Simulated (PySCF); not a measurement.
Deuteron quadrupole couplings in `F[SiH2][AsH][SiH3]`

AsFH6Si2.
Z-matrix (Å and degrees, PBE0-D3(BJ)/def2-SVP geometry), rows numbered from 1:
```
F 
Si  1  1.6287
As  2  2.3559  1  107.82
Si  3  2.3702  2   94.17  1   -79.00
H   2  1.4912  1  108.36  3   118.01
H   2  1.4917  1  107.39  3  -123.04
H   3  1.5289  2   90.14  1  -171.95
H   4  1.4932  3  108.53  2  -165.38
H   4  1.4926  3  107.44  2    76.50
H   4  1.4947  3  112.76  2   -44.02
```

Level: PBE0/pcSseg-1 (PySCF, non-relativistic); Q(2H) = 0.00286 b; rigid geometry, the same for H and D, with no vibrational averaging.

Task: What are Vzz, η and χzz (234.96 MHz × Q × Vzz) at all hydrogens?

Result: 
| atom | bonded to | bond length (Å) | Vzz (au) | η | χzz (kHz) |
| --- | --- | --- | --- | --- | --- |
| H5 | Si2 | 1.491 | 0.1368 | 0.03 | 92 |
| H6 | Si2 | 1.492 | 0.1361 | 0.02 | 91 |
| H7 | As3 | 1.529 | 0.1518 | 0.06 | 102 |
| H8 | Si4 | 1.493 | 0.1411 | 0.01 | 95 |
| H9 | Si4 | 1.493 | 0.1410 | 0.01 | 95 |
| H10 | Si4 | 1.495 | 0.1397 | 0.01 | 94 |

Task: Average by the element that carries the hydrogen.

Result: on Si: 93 kHz over 5 positions, mean bond length 1.493 Å; on As: 102 kHz over 1 position, mean bond length 1.529 Å.

Task: Give the 2H NMR doublet splittings at H9 for a magnetic field along the z, y and x axes of the gradient: 3χ/2, 3χ(1 + η)/4, 3χ(1 − η)/4.

Result: With |χ| = 94.8 kHz and η = 0.007: 142, 72 and 71 kHz, to first order and without motion.

Isolated species at its PBE0-D3(BJ)/def2-SVP geometry (one conformer only). The calculation is non-relativistic, for arsenic too. With a basis this small, the couplings can be 20 % off.
